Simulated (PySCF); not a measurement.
Structure elucidation problem

Molecular formula: C7H11ClO2. Simulated spectra:

¹H NMR (300 MHz, computed): δ 5.81 (m, 1H), 5.70 (m, 1H), 5.67 (m, 1H), 3.61 (m, 1H), 3.53 (s, 3H), 3.34 (m, 1H), 1.06 (d, 3H).

¹³C{¹H} NMR (computed): δ 185.5 (C), 141.6 (CH), 130.7 (CH2), 82.7 (CH), 76.0 (CH), 59.3 (CH3), 17.1 (CH3).

[PySCF 2.14: coordinates at the GFN2-xTB level; PBE0/pcSseg-1 with gauge-including orbitals; non-relativistic; no solvent model; one averaged value for each set of equivalent atoms; single conformer]

Referencing at the same level of theory: ¹H (31.72 ppm) and ¹³C (186.93 ppm) against TMS.

Task: Which of these isomers gave the spectra?
A. CC/C(C(=O)Cl)=C(\C)OC
B. CO[C@]1(C(=O)Cl)CC1(C)C
C. CO[C@@]1(C)C[C@]1(C)C(=O)Cl
D. C=C[C@@H](C)[C@@H](OC)C(=O)Cl
E. C=C[C@@H](C(=O)Cl)[C@@H](C)OC

Result: E. 

Rings plus π bonds: 2 (no ring in the answer). 7 carbon signals for 7 carbons: no two carbons are equivalent. Carbon types of the structure: 1 × C, 3 × CH, 1 × CH2, 2 × CH3, which accounts for all hydrogens. δC 185.5: carbonyl carbon. δC 141.6: alkene CH; the olefinic region. δC 130.7: terminal =CH2 carbon; an sp2 carbon of a C=C bond. δC 82.7: sp3 CH bonded to O; deshielded by the electronegative neighbour. δC 76.0: sp3 CH α to a carbonyl.

The others: C=C[C@@H](C)[C@@H](OC)C(=O)Cl has carbons computed at 183.4, 146.5, 123.8, 94.2, 59.9, 49.1, 20.6; CO[C@@]1(C)C[C@]1(C)C(=O)Cl would give 5 signals for carbon-bound and other non-exchanging H, not 7; CO[C@]1(C(=O)Cl)CC1(C)C would give 5 signals for carbon-bound and other non-exchanging H, not 7; CC/C(C(=O)Cl)=C(\C)OC would give 4 signals for carbon-bound and other non-exchanging H, not 7.

Carbons that carry Cl, above all several Cl atoms, come out too deshielded, partly because spin–orbit coupling is missing. Shifts are as computed. Against solution values, carbons near 30 ppm lie about +3 ppm off and those near 130 ppm about +5 ppm; carbons on Cl a further +6 ppm. Of 1211 compounds with measured shifts, 218 miss one by over three times the rms of a fit or turn the order of signals round; such compounds aren't used in these exercises. Multiplicities follow the n + 1 count of equivalent neighbours, as no J values were calculated; m marks all less simple cases, F and P coupling included.
